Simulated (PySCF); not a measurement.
Species: CH6BNO2.
SMILES: `CNB(O)O`

Method used: EOM-IP-CCSD/aug-cc-pVDZ in PySCF, restricted Hartree–Fock reference, frozen core, non-relativistic, gas phase, PBE0-D3(BJ)/def2-SVP geometry.

Hartree–Fock orbital energies give these Koopmans values (eV): HOMO 10.35, HOMO-1 13.45, HOMO-2 13.93, HOMO-3 14.81, HOMO-4 15.12, HOMO-5 15.22, HOMO-6 16.22, HOMO-7 17.12.

Problem. What vertical ionisation energies does EOM-IP-CCSD give?

Solution. 
```json
{"leading hole (HF orbital)": "HOMO", "Koopmans (eV)": "10.35", "EOM-IP-CCSD (eV)": "9.22", "change (eV)": "-1.13", "one-hole share": "0.95"}
{"leading hole (HF orbital)": "HOMO-1", "Koopmans (eV)": "13.45", "EOM-IP-CCSD (eV)": "11.68", "change (eV)": "-1.77", "one-hole share": "0.94"}
{"leading hole (HF orbital)": "HOMO-2", "Koopmans (eV)": "13.93", "EOM-IP-CCSD (eV)": "12.77", "change (eV)": "-1.16", "one-hole share": "0.95"}
{"leading hole (HF orbital)": "HOMO-3", "Koopmans (eV)": "14.81", "EOM-IP-CCSD (eV)": "13.17", "change (eV)": "-1.64", "one-hole share": "0.95"}
{"leading hole (HF orbital)": "HOMO-4", "Koopmans (eV)": "15.12", "EOM-IP-CCSD (eV)": "13.64", "change (eV)": "-1.48", "one-hole share": "0.95"}
{"leading hole (HF orbital)": "HOMO-5", "Koopmans (eV)": "15.22", "EOM-IP-CCSD (eV)": "13.69", "change (eV)": "-1.53", "one-hole share": "0.95"}
{"leading hole (HF orbital)": "HOMO-6", "Koopmans (eV)": "16.22", "EOM-IP-CCSD (eV)": "14.96", "change (eV)": "-1.26", "one-hole share": "0.95"}
{"leading hole (HF orbital)": "HOMO-7", "Koopmans (eV)": "17.12", "EOM-IP-CCSD (eV)": "15.71", "change (eV)": "-1.41", "one-hole share": "0.95"}
```

Problem. Does the order of the lines follow the orbital energies?

Solution. Yes, no two lines change places. The corrections run from -1.77 to -1.13 eV, with a mean of -1.42 eV over the 8 lines; no line lies above its Koopmans value.

Problem. At what kinetic energies would He II light (40.81 eV) eject these electrons?

Solution. 31.59 eV (HOMO), 29.13 eV (HOMO-1), 28.04 eV (HOMO-2), 27.64 eV (HOMO-3), 27.17 eV (HOMO-4), 27.12 eV (HOMO-5), 25.85 eV (HOMO-6), 25.10 eV (HOMO-7).

Lines less than 0.15 eV apart could change places at a higher level. One root was sought for each valence orbital with −ε under 21 eV, eight at most, so deeper holes and satellites are missing; no vibrational structure.

The values belong to the conformer `[CH3:1][NH:2][B:3]([OH:4])[OH:5]`: C1–N2–B3–O4 -1°, H–O4–B3–N2 -178°, H–O5–B3–N2 1°.
